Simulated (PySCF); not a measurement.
# From a computed spectrum to the compound

A species of 8 atoms with charge 0 has these harmonic modes (PBE0, small Gaussian bases with core potentials, PySCF 2.14.0):

```json
{"cm⁻¹": "53", "km/mol": "68.9", "symmetry": "a1"}
{"cm⁻¹": "66", "km/mol": "2.9", "symmetry": "e"}
{"cm⁻¹": "66", "km/mol": "2.9", "symmetry": "e"}
{"cm⁻¹": "112", "km/mol": "0.0", "symmetry": "a2"}
{"cm⁻¹": "118", "km/mol": "15.7", "symmetry": "e"}
{"cm⁻¹": "118", "km/mol": "15.7", "symmetry": "e"}
{"cm⁻¹": "280", "km/mol": "12.6", "symmetry": "a1"}
{"cm⁻¹": "489", "km/mol": "1.2", "symmetry": "e"}
{"cm⁻¹": "489", "km/mol": "1.2", "symmetry": "e"}
{"cm⁻¹": "531", "km/mol": "4.0", "symmetry": "a1"}
{"cm⁻¹": "536", "km/mol": "233.9", "symmetry": "e"}
{"cm⁻¹": "536", "km/mol": "233.9", "symmetry": "e"}
{"cm⁻¹": "1192", "km/mol": "136.0", "symmetry": "a1"}
{"cm⁻¹": "1636", "km/mol": "23.7", "symmetry": "e"}
{"cm⁻¹": "1636", "km/mol": "23.7", "symmetry": "e"}
{"cm⁻¹": "3495", "km/mol": "24.2", "symmetry": "a1"}
{"cm⁻¹": "3618", "km/mol": "44.7", "symmetry": "e"}
{"cm⁻¹": "3618", "km/mol": "44.7", "symmetry": "e"}
```

Which species is it, and in which structure?

CeF3(NH3) (singlet in the valence; each metal's 4f electrons, 1 of them, lie in its core potential, out of spins and levels):
```xyz
8

Ce    0.1038   -0.1038    0.1038
F     1.0553    1.5541    1.0553
F    -1.5541   -1.0553    1.0553
F     1.0553   -1.0553   -1.5541
N    -1.4341    1.4341   -1.4341
H    -2.0444    2.0444   -0.8876
H    -0.8876    2.0444   -2.0444
H    -2.0444    0.8876   -2.0444
```
Ideal gas at 298.15 K and 1 bar: S = 404.9 J/(mol K), Cp = 116.1 J/(mol K), H − H(0 K) = 25.9 kJ/mol (rigid rotor, harmonic modes, spin degeneracy alone, that of the 4f electrons in the core included; the modes under 60 cm⁻¹ make these uncertain). An lcecp potential fixes the number of 4f electrons, so in runs with it no electron can move into or out of that shell.
 The answer isn't unique; the calculation gave this one.
